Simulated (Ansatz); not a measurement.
The Sn1–I3 bond of HISn (SMILES [SnH][I]) is stretched (multiplicity 1, the rest rigid).
Geometry at rest (charge 0, multiplicity 1):
```xyz
3

Sn     0.45233     0.91500     0.96540
H      0.73029     2.17687    -0.26341
I     -0.44050    -0.90428    -0.90578
```

Correlated levels freeze the cores. Filled d and f shells under p-block atoms count as core.

Programs: Ansatz (a first-principles code) with Gaussian orbitals. Values without a source in brackets are computed. In def2 rows elements past Kr take small-core potentials, without spin–orbit coupling.

Energies above the point at 2.758 Å (the B3LYP-D3(BJ) bond length), FIC-MRCISD+Q on CASSCF(6,4)/def2-TZVPP (kcal/mol): 10.23 at 2.482 Å; 5.35 at 3.034 Å; 66.61 at 8.827 Å.

Question: Take the last value as the depth D of a Morse curve D(1 − e^(−a(R − R₀)))², fit a and R₀ to the two near points, and test it at 3.724 and 4.827 Å.

Answer: 
With D = 66.6, both near points (counted from the curve's value at 2.758 Å) are met by a = 1.20 Å⁻¹ and R₀ = 2.757 Å, so k = 2Da² = 193 kcal/(mol Å²). The curve then gives 31.5 and 56.0 kcal/mol; the level itself gives 32.6 and 61.2, so Morse is off by -1.1 and -5.1.

Doubts at one or more of the structures used: active orbitals that take no part (FIC-MRCISD+Q on CASSCF(6,4)/def2-TZVPP).
